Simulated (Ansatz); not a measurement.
`C=C[Si](O)(Cl)OC` + SiH₄ → `CO[Si](O)([SiH3])Cl` + `C=C`  (formal exchange of groups at the Si–C bond)

Isolated molecules relaxed with PBE0-D4/def2-TZVP in Ansatz; ΔE leaves out vibrations. CCSD(T)/CBS is the MP2 limit (def2-TZVPP, def2-QZVPP) plus CCSD(T) − MP2 in def2-TZVPP, frozen cores. This one scheme is used for every species. Functionals use def2-TZVPP. Each species was taken in one conformer, which may not be the lowest.

| level | ΔE (kJ/mol) |
| --- | --- |
| PBE | 4.4 |
| PBE0 | 9.4 |
| SCS-MP2/def2-TZVPP | 27.0 |
| CCSD(T)/def2-TZVPP | 21.5 |
| HF/def2-QZVPP | 24.9 |
| SCS-MP2/def2-QZVPP | 25.5 |
| MP2/CBS(def2) | 24.9 |
| CCSD/CBS(def2) | 18.9 |

(1) What does CCSD(T)/CBS give? (Best estimate.)

Largest T1 diagnostic among the species: 0.012.

Answers

(1) Computed: +18.8 kJ/mol. The listed levels differ from it by -14.4, -9.4, 8.2, 2.7, 6.1, 6.7, 6.1, 0.1 kJ/mol.

From PBE to PBE0 (25 % exact exchange), in def2-TZVPP and without D4, ΔE moves by +5.0 kJ/mol.
